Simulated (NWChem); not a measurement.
# SnNH$_{3}$O, singlet; SMILES [Sn]([NH2])[OH]

Computed with NWChem. Low-valent species are run as closed-shell singlets; no triplet was tried in these runs. def2 effective core potentials on Sn; no spin-orbit coupling. Each level has its own optimisation; frequencies are unscaled. One conformer.

```json
[
 {"level": "LDA (Slater exchange, VWN5)/def2-SVP (core potentials)", "r O–Sn (Å)": "2.000", "r N–Sn (Å)": "2.034", "r H–O (Å)": "0.978", "r H–N (Å)": "1.026", "highest harmonic frequency (cm⁻¹)": "3721", "lowest (cm⁻¹)": "179", "zero-point energy (kcal/mol)": "22.6"},
 {"level": "Hartree-Fock/STO-3G (all-electron, non-relativistic)", "r O–Sn (Å)": "1.910", "r N–Sn (Å)": "1.905", "r H–O (Å)": "0.986", "r H–N (Å)": "1.019", "highest harmonic frequency (cm⁻¹)": "4216", "lowest (cm⁻¹)": "293", "zero-point energy (kcal/mol)": "27.7"},
 {"level": "PBE0/def2-SVP (core potentials)", "r O–Sn (Å)": "2.004", "r N–Sn (Å)": "2.039", "r H–O (Å)": "0.964", "r H–N (Å)": "1.016", "highest harmonic frequency (cm⁻¹)": "3886", "lowest (cm⁻¹)": "193", "zero-point energy (kcal/mol)": "23.5"}
]
```
